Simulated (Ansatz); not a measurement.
BClH5NSi2 (`BN1[SiH2][SiH]1Cl`). Charge 0, multiplicity 1. All single points use the PBE0-D4/def2-TZVP geometry.

```xyz
10

B    -0.413   -1.675    0.302
N    -0.110   -0.326    0.043
Si   -0.821    1.290    0.227
Si    1.117    0.681   -0.683
Cl    2.905    0.775    0.305
H     0.381   -2.526    0.015
H    -1.466   -1.959    0.803
H    -0.926    1.778    1.623
H    -2.075    1.531   -0.527
H     1.408    0.432   -2.110
```

Problem. What is the dipole moment at PBE/def2-TZVPP? (An estimate is asked.)

Solution. Computed: 1.56 D, with components (-0.75, 1.23, -0.59) D in this frame, pointing from negative to positive charge.

Problem. And with r2SCAN, B3LYP, ωB97M-V? (An estimate is asked.)

Solution. The calculation gave: r2SCAN 1.57 D, B3LYP 1.67 D, ωB97M-V 1.68 D.

Problem. Give the Mulliken charges with PBE, r2SCAN, ωB97M-V in def2-TZVPP. (An estimate is asked.)

Solution. Computed: 
```tsv
atom	PBE	r2SCAN	ωB97M-V
B1	-0.13	-0.05	-0.15
N2	-0.04	-0.21	-0.23
Si3	0.16	0.26	0.16
Si4	0.32	0.43	0.32
Cl5	-0.19	-0.23	-0.19
H6	0.00	-0.02	0.05
H7	-0.01	-0.02	0.04
H8	-0.03	-0.05	0.00
H9	-0.04	-0.06	-0.01
H10	-0.04	-0.05	0.00
```

B3LYP here is the variant with VWN-RPA as its local correlation; programs differ in this.
